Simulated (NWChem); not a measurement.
Species: H2SeO; SMILES O[SeH]

Computed with NWChem. Structure relaxed at the PBE0/def2-SVP level. B3LYP is NWChem's, with the RPA form of VWN correlation. Ions are spin-unrestricted doublets at the neutral geometry; other ion states weren't tried.

Problem. Order these by “ΔSCF minus −ε(HOMO) (eV)”, lowest first: CAM-B3LYP/def2-TZVP; r2SCAN/def2-TZVP; B3LYP/def2-TZVP; LRC-wPBEh/def2-TZVP.

Solution. LRC-wPBEh/def2-TZVP (0.76), CAM-B3LYP/def2-TZVP (1.35), B3LYP/def2-TZVP (2.91), r2SCAN/def2-TZVP (3.53)
